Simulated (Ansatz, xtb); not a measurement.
Species: SnCl, charge 1, multiplicity 1. 
Structure (B3LYP-D3(BJ)/def2-TZVP (Ansatz, a first-principles code) minimum search):
```
Sn
Cl 1 2.2799
```
Charge +1, spin multiplicity 1.

Harmonic wavenumbers from GFN2-xTB (xtb, at its own minimum), cm⁻¹: 366.

**Question.** Give the harmonic wavenumbers at B3LYP-D3(BJ)/def2-TZVP (Ansatz, finite differences of forces, unscaled).

**Answer.** 415 cm⁻¹. Zero-point energy 0.6 kcal/mol.

**Question.** From these and the geometry, give the ideal-gas thermochemistry at 298.15 K and 1 atm (rigid rotor, harmonic oscillator).

**Answer.** Point group C∞v, rotational symmetry number 1. Rotational constants 3.562, 3.562 GHz. S(trans) 41.01, S(rot) 16.82, S(vib) 0.91, S(elec, spin only) 0.00, S 58.7 cal/(mol K). H(298) - H(0) 2.26 kcal/mol; G - E(el) -14.7 kcal/mol.
